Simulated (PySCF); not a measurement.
## MO(OH)₂ across group 15

Level: PBE0, basis family def2-TZVP, no relativity.

Each entry is the lowest minimum that a search over a few typed start shapes (and spin states, where more than one is plausible) found, or that minimum re-optimised at the stated level; isomers with ligand–ligand bonds, or fragments after loss of a ligand pair, can lie lower. Open shells are unrestricted; no spin–orbit coupling; PySCF with density fitting.

```
molecule  2S+1  point group  mean bond to the central atom (Å)  lowest ω (cm⁻¹)  atomisation (kJ/mol)  polar-tensor charge of the central atom
 NO(OH)₂     2           C1                              1.342              192                  1796                                     1.09
 PO(OH)₂     ?            ?                                  ?                ?                     ?                                        ?
AsO(OH)₂     2           C1                              1.725              170                  1907                                     1.22
```

Task: Fill in the row of PO(OH)₂.

Result: 2S+1: 2; point group: Cs; mean bond to the central atom (Å): 1.559; lowest ω (cm⁻¹): 124; atomisation (kJ/mol): 2177; polar-tensor charge of the central atom: 1.49.

Left out of the table are members whose search was unfinished or whose lowest solution was spin-contaminated, unstable, very soft or bonded differently.
